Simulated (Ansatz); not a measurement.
A structure relaxed at PBE0-D4/def2-TZVP, charge 0, multiplicity 1:

Cartesian coordinates in Å:
```
F 0.053 -1.385 1.780
Si 0.761 -0.615 0.592
F 1.560 -1.698 -0.243
Cl 2.096 0.687 1.388
Si -0.805 0.471 -0.760
Cl -1.734 1.887 0.398
H -1.817 -0.486 -1.267
H -0.114 1.139 -1.888
```

(1) Give its formula and SMILES.

(2) Summarise the bond lengths by kind.

Results:

(1) Cl2F2H2Si2, `F[Si](F)(Cl)[SiH2]Cl`.

(2) 2 × F–Si 1.583 to 1.585 Å; 2 × Cl–Si 2.028 to 2.051 Å; 1 × Si–Si 2.336 Å; 2 × H–Si 1.482 Å.

All numbers were calculated with Ansatz.
